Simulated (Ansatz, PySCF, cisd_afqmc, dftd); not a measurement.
System: H$_{4}$SiO, charge 0, singlet. H4SiO (hydroxysilane, SMILES O[SiH3]).
B3LYP-D3(BJ)/def2-TZVP minimum from Ansatz (an electronic-structure program):
```xyz
6

Si    -0.5236     0.0940     0.0353
O      1.0819    -0.2542    -0.1462
H     -0.7923     1.5431    -0.1396
H     -1.2229    -0.6767    -1.0111
H     -1.0219    -0.3053     1.3751
H      1.7116     0.1567     0.4506
```

Quantity: enthalpy of formation at 298 K (by atomisation, with rigid-rotor harmonic-oscillator terms from PySCF's Hessian at B3LYP-D3(BJ)/def2-TZVP and the atoms' measured values of the G2/97 table; no spin-orbit terms), in kcal/mol. Open shells are spin-unrestricted; no spin-orbit coupling. Cores are frozen in correlated methods. Rows without X2C or -DK are non-relativistic. The Monte Carlo rows (phaseless AFQMC, CISD trial, step 0.005/hartree) carry one-sigma bars that omit the constraint's bias. Outlying blocks are dropped, and bars are widened where a walk drifts. Over all cases where full CI ran beside it in this data, AFQMC minus full CI had a median of +0.1 mEh and passed +0.4 mEh in a tenth of the cases. CBS(X,Y): correlation extrapolated as X^-3, Hartree-Fock from the larger set (Q,5: extrapolated as (X+1)exp(-9√X)). A bracket is a step between two methods taken in the basis named. The functionals are non-relativistic, so their misses hold any scalar relativity. '+ core + X2C': CCSD(T) terms for core correlation (cc-pwCVTZ, 1s frozen past Ne) and scalar relativity (cc-pVTZ-DK). For partners of very few electrons the exact lower level stands in for a higher one.

```json
[
 {"level": "HF/cc-pV(5+d)Z", "program": "Ansatz", "enthalpy of formation at 298 K (kcal/mol)": "50.1", "difference against the last row": "119.3"},
 {"level": "PBE0-D4/def2-TZVPD", "program": "Ansatz + dftd4", "enthalpy of formation at 298 K (kcal/mol)": "-57.1", "difference against the last row": "12.1"},
 {"level": "PBE0/def2-TZVPD", "program": "Ansatz", "enthalpy of formation at 298 K (kcal/mol)": "-55.9", "difference against the last row": "13.3"},
 {"level": "r2SCANh-D4/def2-TZVPD", "program": "Ansatz + dftd4", "enthalpy of formation at 298 K (kcal/mol)": "-62.3", "difference against the last row": "6.9"},
 {"level": "CAM-B3LYP-D3(BJ)/def2-TZVPD", "program": "Ansatz + dftd3", "enthalpy of formation at 298 K (kcal/mol)": "-69.1", "difference against the last row": "0.1"},
 {"level": "MP2/CBS(cc-pV(T+d)Z,cc-pV(Q+d)Z)", "program": "Ansatz", "enthalpy of formation at 298 K (kcal/mol)": "-73.5", "difference against the last row": "-4.3"},
 {"level": "CCSD(T)/cc-pV(Q+d)Z", "program": "Ansatz", "enthalpy of formation at 298 K (kcal/mol)": "-65.8", "difference against the last row": "3.4"},
 {"level": "CCSDT(Q)/cc-pV(D+d)Z", "program": "Ansatz", "enthalpy of formation at 298 K (kcal/mol)": "-28.1", "difference against the last row": "41.1"},
 {"level": "CCSDT(Q)/cc-pV(T+d)Z", "program": "Ansatz", "enthalpy of formation at 298 K (kcal/mol)": "-56.9", "difference against the last row": "12.3"},
 {"level": "AFQMC/CISD/cc-pV(D+d)Z", "program": "cisd_afqmc", "enthalpy of formation at 298 K (kcal/mol)": "-28.2 ± 0.3", "difference against the last row": "41.0"},
 {"level": "CCSD(T)/CBS(cc-pV(Q+d)Z,cc-pV(5+d)Z) + [CCSDT(Q) - CCSD(T)]/cc-pV(T+d)Z + core + X2C", "program": "Ansatz", "enthalpy of formation at 298 K (kcal/mol)": "-69.2", "difference against the last row": "0.0"}
]
```
